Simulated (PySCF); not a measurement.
pent-1-ene (C5H10), SMILES C=CCCC.

Geometry optimised at B3LYP-D3(BJ)/def2-SVP. The values are those of a single conformer.

These are TDA-PBE/def2-SVPD in PySCF 2.14.0 values and carry that method's errors.

Vertical excitations. 

Task: Give excitation energies, oscillator strengths and character. (An estimate is asked for; the answer gives what the named calculation found.)

Result: 
```json
[
 {"state": "S1", "energy (eV)": "6.47", "λ (nm)": "192", "f": "0.063", "main pairs": "HOMO→LUMO+1 83 %, HOMO→LUMO 16 %"},
 {"state": "S2", "energy (eV)": "6.93", "λ (nm)": "179", "f": "0.011", "main pairs": "HOMO→LUMO+2 97 %"},
 {"state": "S3", "energy (eV)": "6.97", "λ (nm)": "178", "f": "0.001", "main pairs": "HOMO−1→LUMO 98 %"},
 {"state": "S4", "energy (eV)": "7.10", "λ (nm)": "175", "f": "0.115", "main pairs": "HOMO→LUMO+3 59 %, HOMO→LUMO 16 %"},
 {"state": "S5", "energy (eV)": "7.22", "λ (nm)": "172", "f": "0.021", "main pairs": "HOMO−2→LUMO 74 %, HOMO→LUMO+3 21 %"},
 {"state": "S6", "energy (eV)": "7.31", "λ (nm)": "170", "f": "0.081", "main pairs": "HOMO−3→LUMO 42 %, HOMO→LUMO+3 15 %, HOMO−2→LUMO 15 %, HOMO→LUMO 13 %"},
 {"state": "S7", "energy (eV)": "7.45", "λ (nm)": "166", "f": "0.024", "main pairs": "HOMO→LUMO+4 90 %"},
 {"state": "S8", "energy (eV)": "7.88", "λ (nm)": "157", "f": "0.027", "main pairs": "HOMO→LUMO+5 64 %, HOMO−3→LUMO 11 %, HOMO−1→LUMO+1 10 %"},
 {"state": "S9", "energy (eV)": "7.94", "λ (nm)": "156", "f": "0.088", "main pairs": "HOMO→LUMO+5 32 %, HOMO−1→LUMO+1 30 %, HOMO−4→LUMO 16 %, HOMO−3→LUMO 8 %"},
 {"state": "S10", "energy (eV)": "7.99", "λ (nm)": "155", "f": "0.054", "main pairs": "HOMO−1→LUMO+1 59 %, HOMO−3→LUMO 12 %"},
 {"state": "T1", "energy (eV)": "4.43", "λ (nm)": "280", "f": "0", "main pairs": "HOMO→LUMO 97 %"},
 {"state": "T2", "energy (eV)": "6.43", "λ (nm)": "193", "f": "0", "main pairs": "HOMO→LUMO+1 98 %"},
 {"state": "T3", "energy (eV)": "6.68", "λ (nm)": "186", "f": "0", "main pairs": "HOMO−1→LUMO 97 %"},
 {"state": "T4", "energy (eV)": "6.87", "λ (nm)": "180", "f": "0", "main pairs": "HOMO→LUMO+2 99 %"}
]
```
Triplets are in the Tamm–Dancoff approximation.
